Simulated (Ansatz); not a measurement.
Molecule: C$_{4}$H$_{4}$N, net charge -1, singlet state. It need not be the lowest isomer of its formula. Whether it binds its extra electron was not tested at this geometry. 
Structure (B3LYP-D3(BJ)/def2-TZVP (Ansatz, a program for electronic structure) minimum search):
SMILES: [CH-]=CCC#N
```xyz
9

C     -2.3542     0.0761    -0.0737
C     -1.1385     0.1853     0.4786
C      0.1016    -0.6976     0.1850
C      1.3004     0.0520    -0.1856
N      2.2237     0.6872    -0.4664
H     -2.3393    -0.7409    -0.8354
H     -0.9116     0.9305     1.2508
H     -0.1445    -1.3812    -0.6313
H      0.3733    -1.3133     1.0544
```
Charge -1, spin multiplicity 1.

Basis-set convergence of Hartree-Fock and CCSD(T) correlation energies (hartree) with Ansatz. Correlated levels leave the core frozen unless marked. Spin-orbit coupling is left out. Non-relativistic. This anion needs diffuse functions, which these sets lack.

```csv
basis,functions,E(HF),"E(corr, CCSD(T))",rough core time
cc-pVDZ,-,-208.15893,-0.74875,under 20 s
cc-pVTZ,206,?,?,2.9 min
```

**Question.** What belongs in the gaps?

**Answer.** 
- cc-pVTZ, E(HF): -208.21918
- cc-pVTZ, E(corr, CCSD(T)): -0.90339
